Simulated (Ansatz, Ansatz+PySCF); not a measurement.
```xyz
8

C     0.7213    0.8460    0.0000
C    -0.7213    0.8460    0.0000
C    -0.7213   -0.8460    0.0000
C     0.7213   -0.8460    0.0000
H     1.5561    1.6775    0.0000
H    -1.5561    1.6775    0.0000
H    -1.5561   -1.6775    0.0000
H     1.5561   -1.6775    0.0000
```

Basis set: def2-SVP (spherical functions). Correlated methods keep 4 orbitals frozen. Charge 0, multiplicity 1.

Computed with Ansatz (development build ahead of 0.2.0); each method stands on the lowest determinant of its kind that the runs found. Restricted open shells among the atoms or ions are ROHF, correlated in semicanonical orbitals with singles.

Give the atomization energy at this shape (free ground-state atoms in the same class of orbitals less the molecule, no zero-point energy) of singlet C4H4 by RHF-CCSD(T), RHF-MP2, UHF-MP2, UHF, RHF.

```json
{"method": "RHF-CCSD(T)", "atomization energy": "762.02 kcal/mol"}
{"method": "RHF-MP2", "atomization energy": "770.81 kcal/mol"}
{"method": "UHF-MP2", "atomization energy": "745.95 kcal/mol"}
{"method": "UHF", "atomization energy": "582.94 kcal/mol"}
{"method": "RHF", "atomization energy": "563.43 kcal/mol"}
```

Caution: the shape is not the minimum. Caution for RHF-CCSD(T), RHF-MP2, RHF: an unrestricted determinant lies well below. Caution for UHF-MP2: another reference gives a lower total. Caution for UHF-MP2, UHF: the determinant breaks the point group; the unrestricted determinant is a mixture of spin states.
